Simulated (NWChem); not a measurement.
System: fluoroethane (C2H5F); SMILES CCF

NWChem input:

```
start job
memory heap 200 mb stack 900 mb global 1100 mb
geometry units angstroms noautosym noautoz
  C      1.267796    -0.189691     0.310873
  C     -0.225412    -0.452255     0.264228
  F     -0.859061     0.523124    -0.470083
  H      1.754211    -0.965355     0.895038
  H      1.679965    -0.188628    -0.694021
  H      1.464066     0.777711     0.768899
  H     -0.673536    -0.425058     1.263898
  H     -0.454403    -1.405870    -0.220933
end
basis spherical
  * library 6-31g*
end
dft
  xc b3lyp
  iterations 150
end
driver
  maxiter 120
end
task dft optimize
task dft freq
```

Output (shortened):

```
             Northwest Computational Chemistry Package (NWChem) 7.3.0
             --------------------------------------------------------

                             Geometry "geometry" -> ""
                             -------------------------

 Output coordinates in angstroms (scale by  1.889725989 to convert to a.u.)

  No.       Tag          Charge          X              Y              Z
 ---- ---------------- ---------- -------------- -------------- --------------
    1 C                    6.0000     1.17960146    -0.13773869     0.26345992
    2 C                    6.0000    -0.31360654    -0.40030269     0.21681492
    3 F                    9.0000    -0.94725554     0.57507631    -0.51749608
    4 H                    1.0000     1.66601646    -0.91340269     0.84762492
    5 H                    1.0000     1.59177046    -0.13667569    -0.74143408
    6 H                    1.0000     1.37587146     0.82966331     0.72148592
    7 H                    1.0000    -0.76173054    -0.37310569     1.21648492
    8 H                    1.0000    -0.54259754    -1.35391769    -0.26834608

 Effective nuclear repulsion energy (a.u.)      79.5054130387

                           NWChem Geometry Optimization
                           ----------------------------

 maximum gradient threshold         (gmax) =   0.000450
 rms gradient threshold             (grms) =   0.000300
 maximum cartesian step threshold   (xmax) =   0.001800
 rms cartesian step threshold       (xrms) =   0.001200
 fixed trust radius                (trust) =   0.300000
 source of zmatrix                         =

          -------------------
          Energy Minimization
          -------------------

 Using diagonal initial Hessian

          --------
          Step   0

                                 NWChem DFT Module
                                 -----------------

 Summary of "ao basis" -> "ao basis" (spherical)
 ------------------------------------------------------------------------------
       Tag                 Description            Shells   Functions and Types
 ---------------- ------------------------------  ------  ---------------------
 C                           6-31g*                  6       14   3s2p1d
 F                           6-31g*                  6       14   3s2p1d
 H                           6-31g*                  2        2   2s

            General Information
            -------------------
          SCF calculation type: DFT
          Wavefunction type:  closed shell.
          No. of atoms     :     8
          No. of electrons :    26
           Alpha electrons :    13
            Beta electrons :    13
          Charge           :     0
          Spin multiplicity:     1
          Use of symmetry is: off; symmetry adaption is: off
          Maximum number of iterations: 150
          AO basis - number of functions:    52
                     number of shells:    28
          Convergence on energy requested:  1.00D-06
          Convergence on density requested:  1.00D-05
          Convergence on gradient requested:  5.00D-04

              XC Information
              --------------
                         B3LYP Method XC Potential
                     Hartree-Fock (Exact) Exchange  0.200
                        Slater Exchange Functional  0.800 local
                    Becke 1988 Exchange Functional  0.720 non-local
              Lee-Yang-Parr Correlation Functional  0.810
                  VWN I RPA Correlation Functional  0.190 local

[...]

      ----------------------
      Optimization converged
      ----------------------

  Step       Energy      Delta E   Gmax     Grms     Xrms     Xmax
  ---- ---------------- -------- -------- -------- -------- --------
@    6    -179.05382021 -1.8D-07  0.00005  0.00003  0.00027  0.00070
                                     ok       ok       ok       ok

                         Geometry "geometry" -> "geometry"
                         ---------------------------------

 Output coordinates in angstroms (scale by  1.889725989 to convert to a.u.)

  No.       Tag          Charge          X              Y              Z
 ---- ---------------- ---------- -------------- -------------- --------------
    1 C                    6.0000     1.17197140    -0.13791529     0.26338546
    2 C                    6.0000    -0.32167051    -0.39662956     0.21440119
    3 F                    9.0000    -0.94751693     0.59707875    -0.53428412
    4 H                    1.0000     1.67630347    -0.91497404     0.84947612
    5 H                    1.0000     1.59509923    -0.13649518    -0.74643109
    6 H                    1.0000     1.37885877     0.83295462     0.72542470
    7 H                    1.0000    -0.76083195    -0.39038611     1.22018296
    8 H                    1.0000    -0.54414379    -1.36403673    -0.25356084

 Effective nuclear repulsion energy (a.u.)      79.0013913827

 ==============================================================================
                                internuclear distances
 ------------------------------------------------------------------------------
       center one      |      center two      | atomic units |  angstroms
 ------------------------------------------------------------------------------
    2 C                |   1 C                |     2.86610  |     1.51667
    3 F                |   2 C                |     2.63186  |     1.39272
    4 H                |   1 C                |     2.07153  |     1.09621
    5 H                |   1 C                |     2.06903  |     1.09488
    6 H                |   1 C                |     2.06912  |     1.09493
    7 H                |   2 C                |     2.07397  |     1.09750
    8 H                |   2 C                |     2.07385  |     1.09743
 ------------------------------------------------------------------------------
                         number of included internuclear distances:          7
 ==============================================================================

[second-derivative integrals and response iterations left out]

  Vibrational analysis via the FX method

  See chapter 2 in "Molecular Vibrations" by Wilson, Decius and Cross

  Vib: Default input used

[...]

 Rotational Constants
 --------------------
 A=   1.203913 cm-1  (  1.732123 K)
 B=   0.311612 cm-1  (  0.448330 K)
 C=   0.273081 cm-1  (  0.392894 K)

 Temperature                      =   298.15K
 frequency scaling parameter      =   1.0000

 Zero-Point correction to Energy  =   42.974 kcal/mol  (  0.068484 au)
 Thermal correction to Energy     =   45.373 kcal/mol  (  0.072307 au)
 Thermal correction to Enthalpy   =   45.966 kcal/mol  (  0.073251 au)

 Total Entropy                    =   62.914 cal/mol-K
   - Translational                =   37.516 cal/mol-K (mol. weight =  48.0375)
   - Rotational                   =   22.271 cal/mol-K (symmetry #  =        1)
   - Vibrational                  =    3.127 cal/mol-K

 Cv (constant volume heat capacity) =   11.527 cal/mol-K
   - Translational                  =    2.979 cal/mol-K
   - Rotational                     =    2.979 cal/mol-K
   - Vibrational                    =    5.568 cal/mol-K

[normal modes left out]

 ----------------------------------------------------------------------------
 Normal Eigenvalue ||           Projected Infra Red Intensities
  Mode   [cm**-1]  || [atomic units] [(debye/angs)**2] [(KM/mol)] [arbitrary]
 ------ ---------- || -------------- ----------------- ---------- -----------
    1       -0.000 ||    0.002407           0.056         2.347       1.689
    2        0.000 ||    0.000031           0.001         0.030       0.022
    3        0.000 ||    0.000742           0.017         0.723       0.521
    4        0.000 ||    0.001041           0.024         1.015       0.731
    5        0.000 ||    0.000836           0.019         0.815       0.587
    6        0.000 ||    0.001120           0.026         1.091       0.786
    7      267.297 ||    0.000628           0.014         0.613       0.441
    8      406.385 ||    0.005621           0.130         5.479       3.945
    9      820.016 ||    0.000590           0.014         0.575       0.414
   10      904.667 ||    0.012357           0.285        12.047       8.673
   11     1081.193 ||    0.060920           1.405        59.388      42.758
   12     1145.526 ||    0.035331           0.815        34.442      24.798
   13     1203.947 ||    0.005005           0.115         4.879       3.513
   14     1311.217 ||    0.000000           0.000         0.000       0.000
   15     1428.283 ||    0.003473           0.080         3.386       2.438
   16     1456.044 ||    0.033938           0.783        33.084      23.820
   17     1513.553 ||    0.004401           0.102         4.290       3.089
   18     1529.439 ||    0.002048           0.047         1.996       1.437
   19     1556.866 ||    0.000306           0.007         0.298       0.214
   20     3044.382 ||    0.051407           1.186        50.114      36.081
   21     3058.051 ||    0.009791           0.226         9.545       6.872
   22     3082.950 ||    0.039086           0.902        38.103      27.433
   23     3127.409 ||    0.030185           0.696        29.426      21.186
   24     3138.199 ||    0.040679           0.938        39.656      28.551
 ----------------------------------------------------------------------------
```

Level: B3LYP/6-31G* (spherical d). B3LYP is NWChem's, with the RPA form of VWN correlation.
